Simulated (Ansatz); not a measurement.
CH7AlOSi can be A, `O[CH]([AlH2])[SiH3]`, or B, `[AlH2][O]C[SiH3]`.

Computed with Ansatz on PBE0-D4/def2-TZVP structures; ΔE is electronic, products minus reactants. CBS: MP2 limit from def2 TZ/QZ plus the TZ coupled-cluster correction, frozen cores. Functionals use def2-TZVPP. B3LYP here is the variant with VWN-RPA as its local correlation; programs differ in this. One conformer a species, not always the lowest.

Q: Which isomer does CCSD(T)/CBS put lower? Give the gap. (An estimate is asked.)

A: Ansatz gave: B, by 35.8 kcal/mol.

Q: Give E(B) − E(A) in kcal/mol with ωB97M-V, PBE0-D4, CCSD(T)/def2-TZVPP, PBE-D4, B3LYP-D4, B3LYP, BLYP-D4. (Estimate.)

A: Computed: ωB97M-V -35.5, PBE0-D4 -34.0, CCSD(T)/def2-TZVPP -36.4, PBE-D4 -33.1, B3LYP-D4 -37.0, B3LYP -37.4, BLYP-D4 -36.4. None reverses the order clearly.

Q: Does the order hold for the free energy at 298.15 K (harmonic terms from PBE0-D4)? (An estimate is asked.)

A: The calculation gave: Yes: G(B) − G(A) = -34.9 kcal/mol, for one conformer each. Modes under 60 cm⁻¹, often nearly free rotors, make the harmonic entropy too high.

Largest T1 diagnostic: 0.013.

In def2-TZVPP, CCSD(T) changes the Hartree–Fock value by +4.2 kcal/mol (the triples alone add +0.6 kcal/mol) and MP2 by +3.5 kcal/mol. From BLYP to BHLYP (50 % exact exchange), in def2-TZVPP and without D4, E(B) − E(A) moves by −1.7 kcal/mol.
